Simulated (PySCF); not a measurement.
3-fluoro-2-(4-fluorothiophen-2-yl)thiophene (C8H4F2S2), SMILES Fc1csc(-c2sccc2F)c1. Heavy atoms are numbered as in [F:1][c:2]1[cH:3][s:4][c:5](-[c:6]2[s:7][cH:8][cH:9][c:10]2[F:11])[cH:12]1. Hydrogens are named by the atom that carries them.

Coordinates come from a B3LYP-D3(BJ)/def2-SVP optimisation. Other conformers were not sampled.

Level of theory: B3LYP/pcSseg-1 run with PySCF.

GIAO shieldings, no solvent; atoms alike by connectivity are averaged. δ = σ(ref) − σ: ¹⁹F against CFCl3 (σ = 161.7 ppm); ¹³C against TMS (σ = 181.3 ppm); ³³S against H2S (σ = 695.8 ppm); ¹H against TMS (σ = 31.68 ppm), references at their B3LYP-D3(BJ)/def2-TZVP geometries, non-relativistic.

```json
[
 {"nucleus": "¹⁹F", "atoms": "F1", "count": "1", "δ (ppm)": "-140.0"},
 {"nucleus": "¹⁹F", "atoms": "F11", "count": "1", "δ (ppm)": "-140.2"},
 {"nucleus": "¹³C", "atoms": "C2", "count": "1", "δ (ppm)": "171.2"},
 {"nucleus": "¹³C", "atoms": "C10", "count": "1", "δ (ppm)": "166.7"},
 {"nucleus": "¹³C", "atoms": "C5", "count": "1", "δ (ppm)": "147.0"},
 {"nucleus": "¹³C", "atoms": "C8 (CH)", "count": "1", "δ (ppm)": "132.6"},
 {"nucleus": "¹³C", "atoms": "C6", "count": "1", "δ (ppm)": "131.6"},
 {"nucleus": "¹³C", "atoms": "C9 (CH)", "count": "1", "δ (ppm)": "126.7"},
 {"nucleus": "¹³C", "atoms": "C12 (CH)", "count": "1", "δ (ppm)": "122.2"},
 {"nucleus": "¹³C", "atoms": "C3 (CH)", "count": "1", "δ (ppm)": "111.6"},
 {"nucleus": "³³S", "atoms": "S7", "count": "1", "δ (ppm)": "413.3"},
 {"nucleus": "³³S", "atoms": "S4", "count": "1", "δ (ppm)": "401.1"},
 {"nucleus": "¹H", "atoms": "H on C12", "count": "1", "δ (ppm)": "7.57"},
 {"nucleus": "¹H", "atoms": "H on C9", "count": "1", "δ (ppm)": "7.07"},
 {"nucleus": "¹H", "atoms": "H on C8", "count": "1", "δ (ppm)": "7.05"},
 {"nucleus": "¹H", "atoms": "H on C3", "count": "1", "δ (ppm)": "6.61"}
]
```
